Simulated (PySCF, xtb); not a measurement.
C4H6OSe, SMILES C=C1OC[C@H]1[SeH]. Other conformers were not sampled.

Harmonic wavenumbers (cm⁻¹) from GFN2-xTB (xtb) at its own minimum, in rising order: 111, 127, 139, 258, 352, 422, 596, 691, 711, 728, 834, 915, 946, 974, 1034, 1072, 1107, 1114, 1156, 1196, 1262, 1368, 1461, 1765, 2021, 2948, 2959, 2967, 3128, 3167.

Problem. What does PBE-D3(BJ)/def2-SVP (PySCF 2.14.0) give at its own minimum? (Estimate from the structure and the level; the computed values follow.)

Solution. 98, 130, 195, 269, 375, 445, 622, 680, 716, 764, 769, 868, 931, 958, 986, 1035, 1115, 1125, 1168, 1190, 1307, 1337, 1434, 1717, 2338, 2980, 3043, 3053, 3108, 3216. Paired by order, the mean absolute difference is 40 cm⁻¹ and the zero-point energies are 53.7 and 54.3 kcal/mol.
